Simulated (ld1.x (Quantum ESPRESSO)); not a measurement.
How hard is this Al (Z = 13) ultrasoft potential?

* Element: aluminium
* Generator: ld1.x (Quantum ESPRESSO) 7.5
* Type: ultrasoft
* Functional: PBE
* Relativity: scalar-relativistic
* Frozen core: [Ne]
* Valence charge: 3
* Reference configuration: 3s2 3p1
* Partial waves: 3s (bound): rcut 1.94, rcutus 2.70 bohr; 3s channel at 0.05 Ry: rcut 1.94, rcutus 2.70 bohr; 3p (bound): rcut 2.82, rcutus 3.32 bohr; 3p channel at 0.45 Ry: rcut 2.82, rcutus 3.32 bohr
* Local potential: all-electron potential smoothed inside 2.26 bohr (lloc = -1)
* Core correction: none
* Augmentation charge: PSQ, radius 1.56 bohr

The pseudo-atom Hamiltonian at the reference potential is diagonalised in spherical Bessel functions j_l(qr) that vanish at 20 bohr, with q² up to the cutoff. All-electron valence levels (Ry): 3s -0.5698, 3p -0.1993.

Q: How do the lowest levels (Ry) of each channel move with the cutoff, and are there ghosts?

A:

```tsv
cutoff (Ry)	s #1	p #1	p #2	d #1	f #1	f #2	Σ f·Δε (mRy)
8	-0.5698	-0.1993	0.0242	0.0457	0.1021	0.2242	0.1
10	-0.5698	-0.1993	0.0242	0.0457	0.1021	0.2242	0.0
400	-0.5698	-0.1993	0.0242	0.0457	0.1021	0.2242	0.0
```

Result: no extra level below or beside the all-electron valence levels (s, p, d, f tested); 10 mRy is reached at 6 Ry and 1 mRy at 6 Ry.
